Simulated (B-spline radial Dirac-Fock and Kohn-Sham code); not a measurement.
# Relativistic shifts of the levels of Ho¹⁷⁺

System: Ho¹⁷⁺ in the configuration [Kr] 4d10 4f4.

Both columns are ΔSCF binding energies of the configuration average from a B-spline atomic structure program: non-relativistic Hartree-Fock with a point nucleus, and Dirac-Fock with a finite nucleus and the Coulomb interaction alone, averaged over the two j levels with weights 2j+1.

| shell | Hartree-Fock (eV) | Dirac-Fock (eV) | shift (eV) | shift (%) |
| --- | --- | --- | --- | --- |
| 1s | 52639.8 | 56292.8 | +3653.01 | +6.94 |
| 2s | 8908.1 | 9857.7 | +949.64 | +10.66 |
| 2p | 8495.5 | 8803.2 | +307.61 | +3.62 |
| 3s | 2341.9 | 2570.0 | +228.12 | +9.74 |
| 3p | 2155.7 | 2238.5 | +82.82 | +3.84 |
| 3d | 1812.5 | 1798.3 | -14.17 | -0.78 |
| 4s | 784.9 | 844.3 | +59.43 | +7.57 |
| 4p | 707.4 | 729.0 | +21.59 | +3.05 |
| 4d | 566.9 | 564.8 | -2.01 | -0.35 |
| 4f | 400.1 | 394.4 | -5.70 | -1.42 |

Relativity binds 1s, 2s, 2p, 3s, 3p, 4s, 4p more strongly, among those listed most of all 2s in relative terms, and 3d, 4d, 4f more weakly, because the contracted s and p shells screen the nucleus better.

Values without a named source are computed, but for edge energies of neutral atoms, which are taken from tables.
